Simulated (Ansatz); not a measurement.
```yaml
crystal:
  periodic: [false, false, false]
  atoms:
    - {symbol: As, position_ang: [0.467678, 0.784197, 0.889525]}
    - {symbol: H, position_ang: [1.736720, 0.836314, 0.047072]}
    - {symbol: H, position_ang: [-0.166470, 1.919332, 0.094490]}
    - {symbol: C, position_ang: [-0.386278, -0.673388, -0.129157]}
    - {symbol: H, position_ang: [0.110591, -1.609757, 0.125568]}
    - {symbol: H, position_ang: [-0.331832, -0.513721, -1.204021]}
    - {symbol: H, position_ang: [-1.430418, -0.742987, 0.176532]}
basis:
  gaussian: {orbitals: def2-SVPD, point_charges: [{charge: 1.00, position_ang: [4.409, -0.575, -0.166]}]}
total_charge: -1
magnetization: {spin_polarized: true, initial_magnetization: 1}
hamiltonian: {xc: {name: wB97M-V}}
scf: {omitted_lower_state_checks: [starts]}
```

```sh
$ ansatz run in.yaml --threads 4 --pin off --events-out ev --progress --plain --max-ram 3916MiB
```

Output, abridged:

```
Functional definition: wB97M-V
906 factors; their error is unknown
331 factors; integrals over basis functions are off by at most 5.7e-6 eV
mean field evaluation 1: about -61947.9718 eV, gradient 1.5e1 eV
mean field evaluation 2: about -61948.7588 eV, gradient 1.1e1 eV
mean field evaluation 4: about -61949.0841 eV, gradient 3.8e-1 eV
mean field evaluation 8: about -61949.2126 eV, gradient 1.5e-1 eV
mean field evaluation 16: about -61949.2133 eV, gradient 1.4e-3 eV
mean field -61949.21331090 eV, -2276.5915984905 hartree, gradient 1.7e-5 eV, S^2 0.751311; 0 other end points of the search recorded, 0 dependent functions left out
reference -61949.21335235 eV, -2276.5916000138 hartree; 23, 22 occupied and 75, 76 virtual orbitals, 906 factors
Total energy: -61949.21335235 eV, -2276.5916000138 hartree
Checks for a lower state left out: starts
```

Hardware: 4 threads of Arm Neoverse V1 on a shared host. Wall time 7 s.
